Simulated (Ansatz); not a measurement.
`C[O][W](=[O])(=[O])[OH]`. Total charge 0; spin multiplicity 1. W: def2 effective core potential. The geometry is a stationary point of PBE0-D4/def2-TZVP. It is one conformer, not always the lowest.

```xyz
10

C     0.254   -1.820   -0.666
O     0.378   -0.635    0.081
W    -0.300    1.085    0.235
O    -0.086    1.932   -1.231
O    -1.983    1.028    0.515
O     0.584    1.960    1.648
H    -0.758   -2.221   -0.574
H     0.478   -1.629   -1.718
H     0.966   -2.549   -0.273
H     0.467    2.849    1.984
```

What is the dipole moment at ωB97M-V/def2-TZVPP? (Estimate.)

Ansatz gave: 2.74 D, with components (1.87, -1.59, 1.21) D in this frame, pointing from negative to positive charge.

And with PBE, r2SCAN, B3LYP? (Estimate.)

Ansatz gave: PBE 2.65 D, r2SCAN 2.72 D, B3LYP 2.74 D.

Give the Mulliken charges with ωB97M-V, B3LYP, PBE in def2-TZVPP. (An estimate is asked.)

Ansatz gave: 
| atom | ωB97M-V | B3LYP | PBE |
| --- | --- | --- | --- |
| C1 | -0.16 | -0.11 | -0.13 |
| O2 | -0.41 | -0.41 | -0.33 |
| W3 | 1.23 | 1.24 | 1.02 |
| O4 | -0.42 | -0.43 | -0.37 |
| O5 | -0.42 | -0.43 | -0.37 |
| O6 | -0.42 | -0.43 | -0.38 |
| H7 | 0.13 | 0.12 | 0.12 |
| H8 | 0.13 | 0.12 | 0.12 |
| H9 | 0.13 | 0.12 | 0.11 |
| H10 | 0.20 | 0.21 | 0.21 |

B3LYP here is the variant with VWN-RPA as its local correlation; programs differ in this.
